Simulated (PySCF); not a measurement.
## Stationary points of H₃IO₂

Computed with PySCF, PBE0, basis I def2-TZVP with ECP28, O def2-TZVP, H def2-TZVP (scalar-relativistic core potentials, no spin–orbit coupling, density fitting).

Relaxations began from a few typed shapes. The search is not exhaustive: other isomers or separated fragments can lie lower, and high-lying points may rest on an excited occupation.

(1) Order these stationary points by electronic energy, lowest first, in kJ/mol from the lowest minimum.
A. singlet C2v: I–H 1.693 Å, I–H 1.698 Å (×2), I–O 1.775 Å (×2); H–I–H 86.7° (×2), H–I–H 173.3°, H–I–O 91.4° (×4), H–I–O 114.6° (×2), O–I–O 130.9°
B. singlet Cs: I–H 1.675 Å, I–H 1.717 Å (×2), I–O 1.783 Å (×2); H–I–H 81.3°, H–I–H 90.0° (×2), H–I–O 86.1° (×2), H–I–O 106.1° (×2), H–I–O 159.5° (×2)

(2) Which of them are minima?

## Answers

(1) A (0.0), B (63.6).

(2) By energy in kJ/mol, 0.0: minimum; 63.6: saddle point, 1 imaginary mode.

Counting electrons, iodine keeps none of its valence electrons outside its bonds, so the VSEPR class is AX5 and the expected shape is trigonal bipyramidal; with unlike ligands the computed point group is C2v.
